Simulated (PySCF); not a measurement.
Species: 4-propylpyridine, C8H11N.
Bonds: C1–C2, C2–C3, C3–C4, C4–C5 (aromatic), C5–C6 (aromatic), C6–N7 (aromatic), N7–C8 (aromatic), C8–C9 (aromatic), C4–C9 (aromatic). Hydrogens: H10, H11, H12 on C1; H13, H14 on C2; H15, H16 on C3; H17 on C5; H18 on C6; H19 on C8; H20 on C9.

Method: PySCF, PBE0-D3(BJ)/def2-SVP geometry optimisation, gas phase; density fitting, grid level 2; the optimiser is geomeTRIC in internal coordinates, started from a GFN2-xTB structure.

Step 0: E = -9946.9389 eV
```
atom  x, y, z in Å  |  force x, y, z in eV/Å
C1     -3.1067   -0.2358   -0.1556    0.600  -0.117  -0.263
C2     -1.6269   -0.3428   -0.5000   -0.431   0.347   0.628
C3     -0.7518    0.3467    0.5550    0.186  -0.378  -0.653
C4      0.6973    0.2256    0.1927   -0.305   0.138   0.266
C5      1.3222    1.1708   -0.6136    0.045  -0.116   0.051
C6      2.6520    0.9881   -0.9549    0.005  -0.042  -0.005
N7      3.3719   -0.0467   -0.5567    0.498  -0.043  -0.134
C8      2.7808   -0.9478    0.2091    0.008   0.017  -0.037
C9      1.4579   -0.8614    0.6099    0.032   0.102  -0.087
H10    -3.4109    0.8072   -0.0983   -0.203   0.418   0.048
H11    -3.3104   -0.7051    0.8046   -0.163  -0.174   0.401
H12    -3.7110   -0.7285   -0.9137   -0.335  -0.178  -0.260
H13    -1.4419    0.1164   -1.4738    0.134   0.060  -0.327
H14    -1.3410   -1.3949   -0.5705    0.159  -0.300  -0.109
H15    -0.9327   -0.1173    1.5271   -0.068  -0.062   0.323
H16    -1.0331    1.4001    0.6184   -0.093   0.307   0.103
H17     0.7798    2.0357   -0.9659   -0.234   0.404  -0.157
H18     3.1714    1.7044   -1.5786    0.145   0.417  -0.303
H19     3.4034   -1.7788    0.5148    0.204  -0.450   0.219
H20     1.0246   -1.6252    1.2386   -0.184  -0.348   0.294
```

Task: Estimate the geometry and energy of step 1. (The exact step hangs on the optimiser's Hessian estimate; all steps are aligned on step 0, rigid shifts and turns removed.)

Result: E = -9946.9952 eV, largest force 0.172 eV/Å
```
atom  x, y, z in Å  |  force x, y, z in eV/Å
C1     -3.1310   -0.2358   -0.1533   -0.087   0.020   0.042
C2     -1.6572   -0.3420   -0.4948    0.116  -0.059  -0.111
C3     -0.7505    0.3344    0.5345   -0.071   0.065   0.115
C4      0.7049    0.2243    0.1897    0.029  -0.026  -0.047
C5      1.3421    1.1724   -0.6156   -0.060   0.068  -0.019
C6      2.6814    0.9943   -0.9546    0.031   0.046  -0.037
N7      3.4121   -0.0427   -0.5546    0.018   0.000  -0.002
C8      2.8110   -0.9473    0.2132    0.036  -0.051   0.018
C9      1.4778   -0.8624    0.6078   -0.052  -0.055   0.056
H10    -3.4530    0.8172   -0.0906    0.005  -0.034   0.001
H11    -3.3518   -0.7058    0.8198    0.002   0.017  -0.030
H12    -3.7577   -0.7307   -0.9115    0.019   0.012   0.019
H13    -1.4633    0.1055   -1.4865   -0.014  -0.031   0.042
H14    -1.3627   -1.4034   -0.5836   -0.019   0.050  -0.007
H15    -0.9297   -0.1177    1.5261    0.010   0.031  -0.039
H16    -1.0302    1.3996    0.6175    0.015  -0.048   0.008
H17     0.7972    2.0511   -0.9754    0.025  -0.035   0.011
H18     3.1882    1.7367   -1.5847   -0.011  -0.031   0.024
H19     3.4240   -1.7970    0.5408   -0.014   0.035  -0.016
H20     1.0433   -1.6400    1.2442    0.021   0.028  -0.027
```

The energy changes by -0.0563 eV. The first-order estimate −F·Δx gives -0.1217 eV and the mean of the old and new forces, exact on a quadratic surface, -0.0565 eV. The step makes an angle of 64° with the force vector and moves no atom by more than 0.047 Å.

What follows is the cost of the whole optimisation. The run took 69 s on one thread of an Arm Neoverse V2, on a shared host, and the process peaked at 0.83 GiB of memory.
